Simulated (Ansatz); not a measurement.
AuBrF₃P (`F[P+](F)(F)[Au-][Br]`): the same geometry under several functionals.

```yaml
crystal:
  periodic: [false, false, false]
  atoms:
    - {symbol: F, position_ang: [0.755356, -0.850339, 1.663255]}
    - {symbol: P, position_ang: [0.442315, -0.594009, 0.174128]}
    - {symbol: F, position_ang: [-0.040233, -2.000176, -0.239440]}
    - {symbol: F, position_ang: [1.872389, -0.625550, -0.404756]}
    - {symbol: Au, position_ang: [-0.825455, 1.109228, -0.325223]}
    - {symbol: Br, position_ang: [-2.204382, 2.960845, -0.867954]}
basis:
  gaussian: {orbitals: def2-TZVPP}
hamiltonian: {xc: {name: B97M-V}}
output: {orbitals: {seedname: orbitals}}
```

```sh
$ ansatz run in.yaml --threads 4 --pin off --events-out ev --progress --plain --max-ram 11315MiB
```

Output, abridged:

```
Functional definition: B97M-V
1504 factors; their error is unknown
mean field evaluation 1: about -91167.1086 eV, gradient 4.9e1 eV
mean field evaluation 2: about -91159.6783 eV, gradient 8.3e1 eV
mean field evaluation 4: about -91170.5355 eV, gradient 3.9e0 eV
mean field evaluation 8: about -91170.5684 eV, gradient 1.8e-1 eV
mean field evaluation 16: about -91170.5322 eV, gradient 4.1e-4 eV
mean field -91170.53220114 eV, -3350.4552607856 hartree, gradient 4.8e-5 eV, S^2 0.000000; 0 other end points of the search recorded, 0 dependent functions left out
reference -91170.53225999 eV, -3350.4552629484 hartree; 48, 48 occupied and 191, 191 virtual orbitals, 1504 factors
Total energy: -91170.53225999 eV, -3350.4552629484 hartree
```

Run time 13 s (4 threads of an Arm Neoverse V1 on a shared host); peak host memory 0.47 GiB.

The same input with `hamiltonian: {xc: {name: r2SCANh}, dispersion: d4}` (abridged; 9 s):

```
Functional definition: r2SCANh
mean field evaluation 16: about -91185.1933 eV, gradient 7.4e-5 eV
mean field -91185.19325729 eV, -3350.9940446615 hartree, gradient 4.5e-5 eV, S^2 0.000000
Total energy: -91185.24255832 eV, -3350.9958564408 hartree
```

Changing it to `hamiltonian: {xc: {name: BLYP}, dispersion: d4}` (abridged; 2.7 s):

```
Functional definition: BLYP
mean field evaluation 16: about -91188.5489 eV, gradient 4.1e-5 eV
mean field -91188.54888754 eV, -3351.1173617987 hartree, gradient 4.1e-5 eV, S^2 0.000000
Total energy: -91188.97368762 eV, -3351.1329729137 hartree
```

With the line `hamiltonian: {xc: {name: CAM-B3LYP}, dispersion: d4}` (abridged; 6 s):

```
Functional definition: CAM-B3LYP
mean field evaluation 16: about -91189.6141 eV, gradient 2.5e-4 eV
mean field -91189.61408110 eV, -3351.1565069399 hartree, gradient 3.4e-5 eV, S^2 0.000000
Total energy: -91189.79024088 eV, -3351.1629806925 hartree
```

The same input with `hamiltonian: {xc: {name: wB97X-V}}` (abridged; 12 s):

```
Functional definition: wB97X-V
mean field evaluation 16: about -91177.3280 eV, gradient 2.9e-4 eV
mean field -91177.32802554 eV, -3350.7050027261 hartree, gradient 2.1e-5 eV, S^2 0.000000
Total energy: -91177.32802360 eV, -3350.7050026548 hartree
```

Changing it to `hamiltonian: {xc: r2scan, dispersion: d4}` and forces (abridged; 7.5 s):

```
Functional definition: r2SCAN
mean field evaluation 16: about -91186.4272 eV, gradient 9.9e-4 eV
mean field -91186.42720618 eV, -3351.0393914467 hartree, gradient 1.1e-5 eV, S^2 0.000000
Total energy: -91186.47182278 eV, -3351.0410310765 hartree
Atom 0 force     0.038828    -0.030621     0.198074 eV/Å
Atom 1 force    -0.324553     0.436522    -0.128497 eV/Å
Atom 2 force    -0.067353    -0.184212    -0.056067 eV/Å
Atom 3 force     0.188148    -0.000078    -0.078560 eV/Å
Atom 4 force     0.161546    -0.217364     0.063830 eV/Å
Atom 5 force     0.003384    -0.004247     0.001220 eV/Å
Dipole moment:     0.520921    -0.699602     0.205079 e Å
```
